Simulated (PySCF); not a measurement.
Working out the electron affinity of I

I⁻ [Xe] (1S) → I [Kr] 4d10 5s2 5p5 (2P). Computed with PySCF 2.14 in aug-cc-pVTZ-PP with one added diffuse shell each of d, f type with ECP28MDF (6s5p5d3f, 67 functions), with scalar relativity through the core potential. Frozen: 4s2 4p6 4d10. Energies in hartree (1 hartree = 27.21139 eV):

| part | I⁻ (lower) | I (upper) |
| --- | --- | --- |
| UHF | -294.746458 | -294.661906 |
| MP2 opposite-spin | -0.112256 | -0.089721 |
| MP2 same-spin | -0.036370 | -0.025906 |

What does Hartree-Fock give?

(-294.661906) − (-294.746458) = 0.084552 hartree = 2.301 eV.

What do MP2 and SCS-MP2 (6/5 opposite-spin, 1/3 same-spin) give?

The opposite-spin parts differ by 0.613 eV and the same-spin parts by 0.285 eV. MP2: 2.301 + (0.613) + (0.285) = 3.199 eV. SCS-MP2: 2.301 + 1.2 × (0.613) + (0.285)/3 = 3.132 eV.

Reference: 3.059 eV (measured; photodetachment measurements, as compiled on the Wikipedia data page of electron affinities), between the lowest levels; spin-orbit coupling is absent from the calculation.

What remains against the reference includes basis incompleteness, the frozen core and correlation beyond second order.
